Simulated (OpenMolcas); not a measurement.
Au2+ among 6 point charges of -1.7 e arranged as a trigonal prism (D3h), 2.12 Å from the ion, with a polar angle of 41.2° against the regular 49.1°.

```yaml
Program: OpenMolcas
Method: "SS-CASPT2, IPEA 0.25 Eh, imaginary shift 0.1 Eh (closed shells correlated: 4f 5s 5p)"
Basis: ANO-RCC-VDZP [7s6p4d2f]
Scalar_Hamiltonian: DKH2, point nucleus
Active_space: 9 electrons in 5 orbitals (5d)
State_averaging: 2S+1 = 2 even, 5 roots
Spin-orbit_coupling: RASSI with atomic mean-field integrals over the reference wave functions
```

**Question.** What is the spin-free ground state (labels of D3, the rotations of D3h)?

**Answer.** 2E, 2-fold in its orbital part, 100 % from free-ion D terms; it has the highest spin that d9 allows.

**Question.** Where is the first state of the same spin?

**Answer.** 2A1 at 8190 cm-1 above the ground state.

**Question.** What are the lowest two levels with spin-orbit coupling?

**Answer.** A 2-fold level E3/2 with g = 0.00, 0.00, 3.89, then a 2-fold level E1/2 2910 cm-1 above it. Their leading multiplicities are 2 (100 %) and 2 (100 %).

**Question.** What is χT at 300 K, and how does it compare with the textbook value?

**Answer.** The lowest level has 2S+1 = 2, for which the spin-only value is χT = S(S+1) / 2 = 0.375 cm3 K/mol (g = 2). The computed 0.581 at 300 K differs by +0.206, through orbital momentum, spin-orbit coupling and any other state in reach.

Roots that are degenerate in the reference are averaged as groups; the widest CASPT2 spread within a group is 85 cm-1 (the 2-fold group of multiplicity 2 near 13400 cm-1 above the lowest state of its run). Shifts and gaps below about the spread of the groups concerned are not significant. An orbital doublet at a regular site is open to a Jahn-Teller distortion, which this geometry leaves out. Free-ion shares, where given, are those of the reference states; single-state CASPT2 does not remix them. This is an electrostatic model: the charges have no orbitals. No measured value stands beside these numbers.
